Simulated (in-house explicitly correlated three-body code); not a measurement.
Computed with an exponentially correlated three-body code. Model: two electrons around a point charge, non-relativistic, variational in 260 exponentially correlated functions (energies converged to about 1e-7 hartree, or 1e-8 relative for large Z).

Command:
```bash
python run_hyl.py task.json out
```
Settings (lengths in bohr, energies in hartree):
```
Z                      2
nuclear_mass           0.7
interaction_strength   1
functions              260
states_tried           13
```

Cost of the run: 36 s on 1 thread of AMD EPYC 7R13 Processor (Zen 3) (shared host).

**Those bound S and P states to n = 4 that converged, binding against the one-electron ion.**

Given: nuclear charge 2; mass of the centre 0.7 electron masses.

Computed: one-electron threshold -0.823529412 hartree.

```tsv
term	energy (hartree)	binding (eV)
1 1S	-1.22640121	10.963
2 3P	-0.960242022	3.7201
2 1S	-0.910432988	2.3648
2 3S	?	?
2 1P	-0.882471867	1.6039
3 1S	-0.860392637	1.0031
3 3S	-0.858687731	0.95671
4 1S	?	?
4 3S	-0.843272441	0.53724
```

Problem. What belongs in the row 2 3S?

Solution. energy (hartree): -0.902982126; binding (eV): 2.162.

Problem. What belongs in the row 4 1S?

Solution. energy (hartree): -0.843938171; binding (eV): 0.55535.

**Converged states only, values per electron or pair.**

```json
{"term": "1 1S", "mean r (bohr)": "2.1178", "mean r squared (bohr²)": "6.0762", "mean inverse r (1/bohr)": "0.72695", "mean r12 (bohr)": "2.8625", "mean inverse r12 (1/bohr)": "0.45499", "mean cosine": "0.14908", "mean p1 dot p2 (bohr⁻²)": "-0.082343", "delta r1 (bohr⁻³)": "0.13755", "delta r12 (bohr⁻³)": "0.0081375"}
{"term": "2 3P", "mean r (bohr)": "3.4181", "mean r squared (bohr²)": "17.566", "mean inverse r (1/bohr)": "0.53729", "mean r12 (bohr)": "5.294", "mean inverse r12 (1/bohr)": "0.22866", "mean cosine": "0.029527", "mean p1 dot p2 (bohr⁻²)": "-0.14946", "delta r1 (bohr⁻³)": "0.087755", "delta r12 (bohr⁻³)": "-"}
{"term": "2 1S", "mean r (bohr)": "5.2912", "mean r squared (bohr²)": "47.326", "mean inverse r (1/bohr)": "0.49454", "mean r12 (bohr)": "8.8653", "mean inverse r12 (1/bohr)": "0.15728", "mean cosine": "0.047125", "mean p1 dot p2 (bohr⁻²)": "-0.061863", "delta r1 (bohr⁻³)": "0.093772", "delta r12 (bohr⁻³)": "0.00165"}
{"term": "2 3S", "mean r (bohr)": "5.7268", "mean r squared (bohr²)": "55.486", "mean inverse r (1/bohr)": "0.48144", "mean r12 (bohr)": "9.6688", "mean inverse r12 (1/bohr)": "0.1198", "mean cosine": "0.077033", "mean p1 dot p2 (bohr⁻²)": "-0.013417", "delta r1 (bohr⁻³)": "0.093099", "delta r12 (bohr⁻³)": "-"}
{"term": "2 1P", "mean r (bohr)": "6.6805", "mean r squared (bohr²)": "78.573", "mean inverse r (1/bohr)": "0.46642", "mean r12 (bohr)": "11.561", "mean inverse r12 (1/bohr)": "0.10073", "mean cosine": "0.061454", "mean p1 dot p2 (bohr⁻²)": "-0.020476", "delta r1 (bohr⁻³)": "0.090671", "delta r12 (bohr⁻³)": "3.4013e-06"}
{"term": "3 1S", "mean r (bohr)": "?", "mean r squared (bohr²)": "?", "mean inverse r (1/bohr)": "?", "mean r12 (bohr)": "?", "mean inverse r12 (1/bohr)": "?", "mean cosine": "?", "mean p1 dot p2 (bohr⁻²)": "?", "delta r1 (bohr⁻³)": "?", "delta r12 (bohr⁻³)": "?"}
{"term": "3 3S", "mean r (bohr)": "11.613", "mean r squared (bohr²)": "261.72", "mean inverse r (1/bohr)": "0.44421", "mean r12 (bohr)": "21.412", "mean inverse r12 (1/bohr)": "0.059445", "mean cosine": "0.038435", "mean p1 dot p2 (bohr⁻²)": "-0.013081", "delta r1 (bohr⁻³)": "0.090127", "delta r12 (bohr⁻³)": "-"}
{"term": "4 1S", "mean r (bohr)": "?", "mean r squared (bohr²)": "?", "mean inverse r (1/bohr)": "?", "mean r12 (bohr)": "?", "mean inverse r12 (1/bohr)": "?", "mean cosine": "?", "mean p1 dot p2 (bohr⁻²)": "?", "delta r1 (bohr⁻³)": "?", "delta r12 (bohr⁻³)": "?"}
{"term": "4 3S", "mean r (bohr)": "19.926", "mean r squared (bohr²)": "815.15", "mean inverse r (1/bohr)": "0.43038", "mean r12 (bohr)": "38.032", "mean inverse r12 (1/bohr)": "0.034985", "mean cosine": "0.0231", "mean p1 dot p2 (bohr⁻²)": "-0.0092148", "delta r1 (bohr⁻³)": "0.089409", "delta r12 (bohr⁻³)": "-"}
```

Problem. What belongs in the row 3 1S?

Solution. mean r (bohr): 11.152; mean r squared (bohr²): 239.98; mean inverse r (1/bohr): 0.44727; mean r12 (bohr): 20.506; mean inverse r12 (1/bohr): 0.068312; mean cosine: 0.031456; mean p1 dot p2 (bohr⁻²): -0.025027; delta r1 (bohr⁻³): 0.090277; delta r12 (bohr⁻³): 0.00043394.

Problem. What belongs in the row 4 1S?

Solution. mean r (bohr): 19.339; mean r squared (bohr²): 765.21; mean inverse r (1/bohr): 0.4316; mean r12 (bohr): 36.864; mean inverse r12 (1/bohr): 0.03852; mean cosine: 0.020376; mean p1 dot p2 (bohr⁻²): -0.014037; delta r1 (bohr⁻³): 0.089465; delta r12 (bohr⁻³): 0.00017769.
